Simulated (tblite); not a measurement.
Compound: C7H11 (doublet state).
Numbering: `[CH:1]#[C:2][C@@:3]([CH2:4])([CH3:5])[CH2:6][CH3:7]` (hydrogens: H8 on C1; H9, H10 on C4; H11, H12, H13 on C5; H14, H15 on C6; H16, H17, H18 on C7)
Bond orders are those of one Lewis drawing.

Computed with GFN2-xTB (tblite), gas phase: L-BFGS steps from a force-field or distance-geometry start until the largest atomic force falls under 0.01 eV/Å.

Step 8: E = -556.2362 eV
```
atom  x, y, z in Å  |  force x, y, z in eV/Å
C1      0.4636    2.5891   -0.2956    0.053   0.125  -0.025
C2      0.0532    1.4791   -0.1292   -0.025  -0.085   0.006
C3     -0.4555    0.1340    0.1006    0.026   0.001   0.036
C4     -0.5889   -0.0986    1.5560   -0.004   0.002  -0.005
C5     -1.8646    0.0336   -0.5518    0.047  -0.010   0.035
C6      0.4697   -0.9030   -0.5741   -0.008  -0.013   0.018
C7      1.8845   -0.9534   -0.0060   -0.014   0.027  -0.019
H8      0.8287    3.5605   -0.4456    0.010   0.024  -0.014
H9     -0.8268    0.7148    2.2141    0.035  -0.017  -0.009
H10    -0.6205   -1.0993    1.9367    0.012  -0.063   0.028
H11    -2.2675   -0.9621   -0.3878   -0.024  -0.035  -0.025
H12    -2.5377    0.7583   -0.1007    0.014   0.033  -0.016
H13    -1.8028    0.2242   -1.6206    0.020   0.012  -0.005
H14     0.0086   -1.8853   -0.4614   -0.021  -0.057  -0.025
H15     0.5262   -0.6705   -1.6393   -0.025  -0.018  -0.034
H16     1.8725   -1.2114    1.0501   -0.032   0.027   0.021
H17     2.3861    0.0056   -0.1196   -0.055   0.009   0.004
H18     2.4623   -1.7092   -0.5373   -0.010   0.040   0.028
```

Step 9: E = -556.2373 eV
```
atom  x, y, z in Å  |  force x, y, z in eV/Å
C1      0.4636    2.5890   -0.2958    0.042   0.091  -0.020
C2      0.0542    1.4781   -0.1296   -0.015  -0.065   0.014
C3     -0.4549    0.1325    0.1016    0.037   0.006   0.026
C4     -0.5885   -0.1007    1.5574    0.003   0.003  -0.031
C5     -1.8631    0.0331   -0.5513    0.049  -0.001   0.033
C6      0.4685   -0.9053   -0.5753   -0.013   0.013   0.036
C7      1.8833   -0.9518   -0.0051   -0.032   0.016  -0.032
H8      0.8289    3.5606   -0.4465    0.004   0.011  -0.013
H9     -0.8243    0.7161    2.2127    0.036  -0.050  -0.002
H10    -0.6191   -1.1032    1.9360    0.007  -0.021   0.033
H11    -2.2662   -0.9626   -0.3887   -0.033  -0.032  -0.021
H12    -2.5340    0.7597   -0.1017   -0.009   0.033  -0.001
H13    -1.8001    0.2250   -1.6194    0.021   0.007  -0.023
H14     0.0049   -1.8875   -0.4608    0.013  -0.023  -0.042
H15     0.5239   -0.6692   -1.6410   -0.022  -0.046   0.004
H16     1.8696   -1.2092    1.0518   -0.026   0.034  -0.005
H17     2.3830    0.0088   -0.1197   -0.067  -0.014   0.009
H18     2.4615   -1.7070   -0.5363    0.004   0.038   0.035
```

Step 10: E = -556.2382 eV
```
atom  x, y, z in Å  |  force x, y, z in eV/Å
C1      0.4640    2.5894   -0.2963    0.017   0.021  -0.010
C2      0.0551    1.4776   -0.1299    0.009  -0.012   0.015
C3     -0.4538    0.1315    0.1027    0.028   0.007   0.005
C4     -0.5881   -0.1027    1.5582    0.012  -0.008  -0.034
C5     -1.8613    0.0325   -0.5505    0.026   0.007   0.014
C6      0.4674   -0.9070   -0.5759   -0.017   0.021   0.030
C7      1.8817   -0.9503   -0.0046   -0.040   0.003  -0.024
H8      0.8292    3.5613   -0.4475    0.000   0.002  -0.012
H9     -0.8218    0.7162    2.2118    0.035  -0.064   0.010
H10    -0.6178   -1.1064    1.9361    0.004   0.016   0.028
H11    -2.2658   -0.9635   -0.3899   -0.028  -0.010  -0.016
H12    -2.5313    0.7613   -0.1027   -0.015   0.020   0.006
H13    -1.7978    0.2258   -1.6185    0.025   0.001  -0.020
H14     0.0025   -1.8898   -0.4611    0.036   0.008  -0.046
H15     0.5217   -0.6693   -1.6422   -0.020  -0.061   0.033
H16     1.8669   -1.2070    1.0530   -0.022   0.037  -0.022
H17     2.3794    0.0112   -0.1197   -0.067  -0.015   0.010
H18     2.4610   -1.7047   -0.5349    0.018   0.027   0.033
```

Step 11: E = -556.2391 eV
```
atom  x, y, z in Å  |  force x, y, z in eV/Å
C1      0.4647    2.5901   -0.2969   -0.011  -0.057   0.002
C2      0.0566    1.4772   -0.1300    0.035   0.046   0.015
C3     -0.4520    0.1306    0.1042    0.002   0.005  -0.022
C4     -0.5875   -0.1052    1.5587    0.022  -0.021  -0.025
C5     -1.8590    0.0321   -0.5494   -0.011   0.017  -0.014
C6      0.4658   -0.9087   -0.5761   -0.017   0.016   0.009
C7      1.8791   -0.9487   -0.0044   -0.036  -0.010  -0.005
H8      0.8296    3.5621   -0.4489   -0.004  -0.005  -0.012
H9     -0.8182    0.7151    2.2110    0.030  -0.064   0.028
H10    -0.6163   -1.1097    1.9368    0.002   0.045   0.019
H11    -2.2659   -0.9645   -0.3915   -0.014   0.026  -0.009
H12    -2.5284    0.7635   -0.1036   -0.013  -0.002   0.010
H13    -1.7946    0.2266   -1.6178    0.026  -0.006  -0.007
H14     0.0004   -1.8923   -0.4625    0.048   0.031  -0.039
H15     0.5188   -0.6705   -1.6429   -0.015  -0.063   0.047
H16     1.8634   -1.2037    1.0538   -0.019   0.034  -0.027
H17     2.3741    0.0137   -0.1194   -0.059  -0.001   0.006
H18     2.4608   -1.7015   -0.5327    0.032   0.009   0.023
```

**Question.** Estimate the geometry and energy of step 12. (The exact step hangs on the optimiser's Hessian estimate; all steps are aligned on step 11, rigid shifts and turns removed.)

**Answer.** E = -556.2401 eV, largest force 0.106 eV/Å
```
atom  x, y, z in Å  |  force x, y, z in eV/Å
C1      0.4655    2.5904   -0.2976   -0.026  -0.102   0.009
C2      0.0585    1.4767   -0.1297    0.047   0.074   0.015
C3     -0.4502    0.1298    0.1053   -0.030   0.001  -0.041
C4     -0.5864   -0.1081    1.5586    0.030  -0.024  -0.007
C5     -1.8569    0.0320   -0.5486   -0.042   0.025  -0.038
C6      0.4638   -0.9101   -0.5761   -0.011   0.003  -0.016
C7      1.8758   -0.9471   -0.0043   -0.017  -0.015   0.014
H8      0.8299    3.5626   -0.4506   -0.005  -0.010  -0.011
H9     -0.8137    0.7126    2.2106    0.023  -0.050   0.048
H10    -0.6147   -1.1123    1.9378    0.001   0.051   0.008
H11    -2.2662   -0.9650   -0.3934    0.001   0.058  -0.002
H12    -2.5256    0.7656   -0.1044   -0.010  -0.021   0.009
H13    -1.7906    0.2274   -1.6173    0.024  -0.010   0.004
H14    -0.0009   -1.8942   -0.4645    0.044   0.033  -0.020
H15     0.5154   -0.6730   -1.6428   -0.008  -0.052   0.033
H16     1.8592   -1.1995    1.0542   -0.018   0.024  -0.016
H17     2.3671    0.0164   -0.1191   -0.042   0.022  -0.001
H18     2.4612   -1.6979   -0.5299    0.040  -0.008   0.011
```

The energy changes by -0.0010 eV. The first-order estimate −F·Δx gives -0.0013 eV and the mean of the old and new forces, exact on a quadratic surface, -0.0010 eV. The step makes an angle of 66° with the force vector and moves no atom by more than 0.007 Å.

The cost below is that of the whole relaxation. Time: 0.34 s wall. Hardware: an Arm Neoverse V2 with one thread, on a shared host.
